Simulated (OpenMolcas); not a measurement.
Pb I: thermal populations, worked from levels

```yaml
Program: OpenMolcas 26.06
Basis: ANO-RCC-VTZP [8s7p5d3f2g]
Scalar_Hamiltonian: DKH2, point nucleus
Active_space: 4 electrons in 8 orbitals (6s 6p 7s 7p)
State_averaging: 2S+1 = 3 even, 3 roots; 2S+1 = 1 even, 6 roots; 2S+1 = 5 odd, 1 root; 2S+1 = 3 odd, 5 roots (0 in the spin-orbit step)
Spin-orbit_coupling: state interaction with AMFI integrals over the reference wave functions, term energies averaged over their components
```

Methods: CASSCF; SS-CASPT2, IPEA 0.25 Eh, imaginary shift 0.1 Eh (closed shells correlated: 5d). Measured levels: NIST Handbook of Basic Atomic Spectroscopic Data.

**Thermal populations.** Z = Σ (2J + 1) exp(-E/kT) with k = 0.695035 cm-1/K, over the levels below. No other level of either list lies under 34900 cm-1, which is above 7 kT at each temperature.

```csv
Level,2J + 1,SS-CASPT2,measured
6s2 6p2 3P0,1,0.0,0.0
6s2 6p2 3P1,3,6090,7819
6s2 6p2 3P2 [66 %],5,9100,10650
6s2 6p2 1D2 [66 %],5,18140,21458
6s2 6p2 1S0,1,27170,29467
```

| T (K) | Z, SS-CASPT2 | Z, measured levels | Ground level (%), SS-CASPT2 | Ground level (%), measured levels |
| --- | --- | --- | --- | --- |
| 3000 | 1.226 | 1.101 | 81.6 | 90.8 |
| 5000 | 1.912 | 1.560 | 52.3 | 64.1 |

At 5000 K, kT = 3475 cm-1, and the computed levels give Z = 1.000 + 0.520 + 0.365 + 0.027 + 0.000 = 1.912.

Term energies are means over components that CASPT2 splits; among the terms shown or strongly mixed into the levels shown the widest spread is 49 cm-1 (6s2 6p2 1D, SS-CASPT2). Some high roots are left out of the spin-orbit mixing, which shifts the levels that they would mix with. Active for correlation alone: 7p 7s; no level in the range computed is led by a configuration that fills them, so any true level of that kind is missing. Spin-orbit splittings of 6p shells tend to come out small when the coupling is added on scalar orbitals. Measured partners are found by configuration, term and J. A level has none where our copy of the source lacks it or the pairing is in doubt (some pairs that miss far off the trend of their configuration count as doubtful), and it then counts in no deviation. Where the source uses jj or jK labels, the order within each J decides. Only configurations of the active space appear.

A share in square brackets marks a mixed level and gives the weight of the term that names it, the lowest over the columns.
